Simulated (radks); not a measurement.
The numbers below are computed, except where a source is named.
Question: The table gives one normalised radial function P(r) = r R(r) (large component) of Ge in [Ar] 3d10 4s2 4p2 (r in bohr). Code: a radial shooting solver on a logarithmic mesh with Libxc functionals. Model: Dirac Kohn-Sham, Wu-Cohen GGA, spin-unpolarised, spherical densities, point nucleus; open shells fill j = l - 1/2 first.

r,P
0.006293,0.0001
0.007267,0.0002
0.008326,0.0003
0.009539,0.0004
0.01102,0.0006
0.01262,0.0009
0.01458,0.0013
0.0167,0.0019
0.01913,0.0027
0.0221,0.0040
0.02531,0.0058
0.02924,0.0085
0.03349,0.0122
0.03837,0.0174
0.04432,0.0251
0.05077,0.0354
0.05864,0.0503
0.06718,0.0695
0.07758,0.0968
0.08889,0.1309
0.1018,0.1747
0.1176,0.2336
0.1347,0.3024
0.1556,0.3900
0.1783,0.4864
0.2043,0.5939
0.2359,0.7158
0.2703,0.8324
0.3121,0.9488
0.3576,1.0428
0.413,1.1153
0.4731,1.1501
0.5421,1.1473
0.626,1.1031
0.7172,1.0266
0.8283,0.9169
0.949,0.7953
1.087,0.6656
1.256,0.5290
1.439,0.4085
1.661,0.2963
1.903,0.2082
2.181,0.1386
2.518,0.0842
2.885,0.0489
3.332,0.0252
3.818,0.0122
4.409,0.0051
5.051,0.0019
5.787,0.0006
6.683,0.0002
7.657,0.0000
8.843,0.0000
10.13,0.0000

Which n and l does it have? It may be an empty orbital.

Answer: n = 3, l = 2: the number of nodes gives n - l - 1 = 0, the rise at small r points to l (for j = l - 1/2 the large component starts as r^gamma with gamma = sqrt(l^2 - (Z/c)^2) = 1.99 and the r^(l+1) term takes over further out; the orbital of l - 1 with the same j starts with the same power, but with a larger coefficient, and does not steepen), and the extent must fit the shell. The curve is that of 3d3/2; the two j differ most near the nucleus, where j = l - 1/2 has the larger amplitude, and in heavy atoms j = l - 1/2 is also the more compact. 3d3/2: eigenvalue -29.485 eV, 0 radial nodes, <r> = 0.734 bohr, 90 % of the charge inside 1.25 bohr.
